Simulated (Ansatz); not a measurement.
Computed with Ansatz on PBE0-D4/def2-TZVP structures; ΔE is electronic, products minus reactants. CCSD(T)/CBS adds triple-zeta CCSD(T) − MP2 to the extrapolated MP2 energy (def2 sets, frozen cores). For Ga, Se outer-core shells are correlated without core-valence functions, which leaves a few kJ/mol of doubt a bond. Scalar relativity is left out up to krypton. One conformer a species, not always the lowest.

Reaction (redistribution): `C[CH2][GaH][SeH]` + `CO[Si]O` → `[OH][GaH][SeH]` + `CC[Si]OC`

```
           species  CCSD(T)/CBS(def2) energy (Eh)
`C[CH2][GaH][SeH]`                    -4405.00136
         `CO[Si]O`                     -479.93637
  `[OH][GaH][SeH]`                    -4401.68747
        `CC[Si]OC`                     -483.21274
```

Question: Work out ΔE.

Answer: ΔE = (-4401.68747) + (-483.21274) − (-4405.00136) − (-479.93637) = 0.03752 Eh = +1.02 eV.

Largest T1 diagnostic among the species: 0.014.

From PBE to PBE0 (25 % exact exchange), in def2-TZVPP and without D4, ΔE moves by +0.03 eV.
